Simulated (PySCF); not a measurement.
C₄H₉FSi, SMILES [C@@H]1(C[C@@]1(F)[SiH3])C.

Geometry optimised at B3LYP-D3(BJ)/def2-SVP. The structure was generated by enumeration; whether it is a known compound was not checked.

Computed with TDDFT-PBE/def2-SVPD run with PySCF.

Vertical excitations. Gas-phase values at a fixed geometry.

```json
[
 {"state": "S1", "energy (eV)": "6.44", "λ (nm)": "193", "f": "0.009", "main pairs": "HOMO→LUMO 91 %"},
 {"state": "S2", "energy (eV)": "6.60", "λ (nm)": "188", "f": "0.006", "main pairs": "HOMO→LUMO+1 52 %, HOMO−1→LUMO 44 %"},
 {"state": "S3", "energy (eV)": "6.61", "λ (nm)": "188", "f": "0.008", "main pairs": "HOMO−1→LUMO 49 %, HOMO→LUMO+1 39 %"},
 {"state": "S4", "energy (eV)": "6.73", "λ (nm)": "184", "f": "0.019", "main pairs": "HOMO−1→LUMO+1 93 %"},
 {"state": "S5", "energy (eV)": "6.93", "λ (nm)": "179", "f": "0.009", "main pairs": "HOMO→LUMO+2 90 %"},
 {"state": "S6", "energy (eV)": "6.99", "λ (nm)": "177", "f": "0.007", "main pairs": "HOMO→LUMO+3 92 %"},
 {"state": "S7", "energy (eV)": "7.14", "λ (nm)": "174", "f": "0.062", "main pairs": "HOMO−1→LUMO+2 87 %"},
 {"state": "S8", "energy (eV)": "7.23", "λ (nm)": "171", "f": "0.059", "main pairs": "HOMO−1→LUMO+3 89 %"},
 {"state": "S9", "energy (eV)": "7.33", "λ (nm)": "169", "f": "0.015", "main pairs": "HOMO→LUMO+4 99 %"},
 {"state": "S10", "energy (eV)": "7.49", "λ (nm)": "166", "f": "0.002", "main pairs": "HOMO−1→LUMO+4 98 %"},
 {"state": "T1", "energy (eV)": "6.26", "λ (nm)": "198", "f": "0", "main pairs": "HOMO→LUMO 91 %"},
 {"state": "T2", "energy (eV)": "6.40", "λ (nm)": "194", "f": "0", "main pairs": "HOMO−1→LUMO 91 %"},
 {"state": "T3", "energy (eV)": "6.44", "λ (nm)": "193", "f": "0", "main pairs": "HOMO→LUMO+1 87 %"},
 {"state": "T4", "energy (eV)": "6.60", "λ (nm)": "188", "f": "0", "main pairs": "HOMO−1→LUMO+1 92 %"}
]
```
Triplets are in the Tamm–Dancoff approximation, which puts them higher than full response would, so one can lie above its singlet here.
